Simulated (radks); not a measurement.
Se+, configuration [Ar] 3d10 4s2 4p3 (the NIST ground configuration).

Calculated with a radial shooting solver on a logarithmic mesh with Libxc functionals: Dirac Kohn-Sham, LB94 model potential, spin-unpolarised, spherical densities, finite nucleus; open shells fill j = l - 1/2 first; Fermi nuclear charge, rms radius 4.14 fm.

Energy parts (eV):
kinetic: 68013.524
electron-nucleus: -159753.976
Hartree: 28018.420
(The LB94 potential has no energy functional, so no total or exchange-correlation energy is given.)

Orbitals (lengths in bohr, moments of r in powers of bohr; r(max) is where P^2 peaks; r(90%) holds 90 % of the orbital's charge):
orbital,occ.,eigenvalue (eV),<r>,<r^2>,r(max),r(90%)
1s1/2,2,-12606.02,0.04399,0.002604,0.02879,0.0786
2s1/2,2,-1644.091,0.1951,0.04490,0.1645,0.302
2p1/2,2,-1480.302,0.1678,0.03455,0.1293,0.274
2p3/2,4,-1437.863,0.1716,0.03600,0.1325,0.280
3s1/2,2,-233.2389,0.5755,0.3812,0.5032,0.858
3p1/2,2,-177.0886,0.5831,0.3988,0.4952,0.893
3p3/2,4,-171.1836,0.5938,0.4133,0.5041,0.909
3d3/2,4,-74.0643,0.6219,0.4816,0.4489,1.03
3d5/2,6,-73.1383,0.6262,0.4881,0.4519,1.04
4s1/2,2,-32.4881,1.708,3.342,1.455,2.55
4p1/2,2,-20.9386,2.053,4.888,1.690,3.13
4p3/2,1,-20.4391,2.092,5.077,1.725,3.18
4d3/2,0,-7.9265,3.739,16.31,3.099,5.76
4d5/2,0,-7.9057,3.752,16.42,3.111,5.78
5s1/2,0,-9.6018,4.402,21.78,4.029,6.33

The highest occupied level is 4p3/2 at -20.439 eV. The electron density at the nucleus is 3.976e+04 e/bohr^3. For comparison, the ionisation energy in NIST's Atomic Spectra Database is 21.20 eV (measured). In exact Kohn-Sham theory the highest level is minus the ionisation energy, but local and semilocal functionals leave it too shallow, through self-interaction and a potential that decays too fast; potentials with the right tail come closer. The density falls to 0.001 e/bohr^3 at r = 3.85 bohr.

Beside tabulated values, note that spin-unpolarised runs miss the spin-polarisation part of the exchange energy of open shells.
